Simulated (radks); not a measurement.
Q: All-electron atom: the vanadium ion V4+ in [Ar] 4p1 (not the ground configuration). All-electron calculation, non-relativistic Kohn-Sham, exchange-only PBE, spin-polarised, spherical densities, point nucleus; open shells are filled with parallel spins first. Program: a radial shooting solver on a logarithmic mesh with Libxc functionals. Some entries of the table are withheld. Estimate them.

orbital,occ.,eigenvalue (eV),<1/r> (bohr^-1)
1s up,1,-5391.867,22.52
1s down,1,-5391.793,22.52
2s up,1,-663.2174,4.735
2s down,1,-663.1508,4.735
2p up,3,-569.9521,4.675
2p down,3,-569.8596,4.675
3s up,1,-130.0809,1.538
3s down,1,-129.8285,1.539
3p up,3,(1),1.437
3p down,3,(2),1.439
3d up,0,-62.9220,1.214
3d down,0,-62.5467,1.221
4s up,0,(3),0.5968
4s down,0,(4),0.6117
4p up,1,(5),0.5435

A: 
(1) 3p up eigenvalue (eV): -103.9932
(2) 3p down eigenvalue (eV): -103.7083
(3) 4s up eigenvalue (eV): -42.5726
(4) 4s down eigenvalue (eV): -40.5961
(5) 4p up eigenvalue (eV): -35.6407
